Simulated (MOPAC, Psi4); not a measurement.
Approach curve of the dimer BCl3 ··· H3O+ (SMILES ClB(Cl)Cl and [OH3+]) (charge +1). Monomers: optimised at B3LYP-D3(BJ) (def2-TZVP), held rigid. Orientation: a higher rigid-body minimum at GFN2-xTB. R is the distance of the centres of mass, along which the second monomer moves.

Geometry at R = 4.52 Å (first 4 atoms: monomer A):
```
8

Cl    -0.8376     1.5310     0.0067
B      0.0003     0.0000    -0.0005
Cl    -0.9077    -1.4904     0.0064
Cl     1.7450    -0.0406    -0.0126
O     -0.7768     4.4579    -0.1258
H     -0.6603     3.4840    -0.0995
H     -1.0965     4.8352     0.7216
H     -1.2831     4.7689    -0.9065
```

Levels of theory: PM6, restricted, heats of formation (MOPAC); SAPT0/jun-cc-pVDZ, frozen core (Psi4).

Interaction energies in kcal/mol:

```json
[
 {"R / Å": "4.12", "PM6": "0.36"},
 {"R / Å": "4.29", "PM6": "-3.71"},
 {"R / Å": "4.52", "PM6": "-4.35"},
 {"R / Å": "4.74", "PM6": "-3.97"},
 {"R / Å": "4.94", "PM6": "-3.80"},
 {"R / Å": "5.25", "PM6": "-3.42"},
 {"R / Å": "5.51", "PM6": "-2.79"},
 {"R / Å": "6.03", "PM6": "-1.76"},
 {"R / Å": "6.72", "PM6": "-1.12"},
 {"R / Å": "7.73", "PM6": "-0.64"},
 {"R / Å": "8.99", "PM6": "-0.36"}
]
```

### Question
Predict the corresponding SAPT0/jun-cc-pVDZ column.

### Answer
4.12: 5.21; 4.29: -1.91; 4.52: -5.22; 4.74: -5.58; 4.94: -5.10; 5.25: -4.00; 5.51: -3.14; 6.03: -1.92; 6.72: -1.08; 7.73: -0.56; 8.99: -0.29 (kcal/mol).
